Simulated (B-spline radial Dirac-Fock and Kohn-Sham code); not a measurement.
K-line shifts caused by a second vacancy in Zr⁺

System: zirconium as Zr⁺, [Kr] 4d1 5s2 (an excited configuration).

The run's input, task.json:

```json
{"items": [{
  "Z": 40,
  "q": 1,
  "cfg": [[1, 0, 2], [2, 0, 2], [2, 1, 6], [3, 0, 2], [3, 1, 6], [3, 2, 10], [4, 0, 2], [4, 1, 6], [4, 2, 1], [5, 0, 2]],
  "A": 90,
  "rrms": 4.2694,
  "do": ["binding", "quiet", "double"]
}]}
```

Launch: `python xray_run.py task.json out`

Calculated with a B-spline atomic structure program, using relaxed Dirac-Fock hole states (ΔSCF) with Breit and QED corrections and a finite nucleus. Each two-hole energy is an average over J within one jj subconfiguration, not an observable level; in light atoms, where LS coupling holds, the j-resolved values are not observed lines, and for a K spectator the Kα1 hypersatellite is nearly forbidden. The model has no electron correlation.

Lines without a spectator: Kα2 (K-L2) 15688.7 eV, Kα1 (K-L3) 15773.2 eV, Kβ3 (K-M2) 17649.4 eV, Kβ1 (K-M3) 17663.3 eV. Shifts in eV with one spectator hole (a dash: not computed, or left out as unreliable):

```csv
spectator hole,Kα2,Kα1,Kβ3,Kβ1
L2 (2p1/2),+45.4,+56.4,–,+123.0
L3 (2p3/2),+47.8,+46.9,+113.7,–
M2 (3p1/2),–,+5.14,+12.37,+15.41
M3 (3p3/2),+4.13,–,+13.72,+13.14
M4 (3d3/2),0.00,-1.85,–,–
M5 (3d5/2),-2.08,-0.83,–,–
```

Q: Where does the K-L3 hypersatellite lie, emitted when both K electrons are missing?

A: +449.7 eV from the normal line, at 16222.9 eV. Removing both K electrons costs 36641.7 eV, which is 606.3 eV more than twice the K binding energy.

With n spectator holes in 2p, averaged over the 2p shell (energies in eV):

| n | KαLⁿ | step | hypersatellite KαʰLⁿ |
| --- | --- | --- | --- |
| 0 | 15745.0 | – | 16191.8 |
| 1 | 15794.5 | +49.6 | 16242.7 |
| 2 | 15845.3 | +50.7 | 16294.7 |
| 3 | 15897.2 | +51.9 | 16348.0 |
| 4 | 15950.3 | +53.1 | 16402.4 |
| 5 | 16004.6 | +54.3 | 16458.0 |
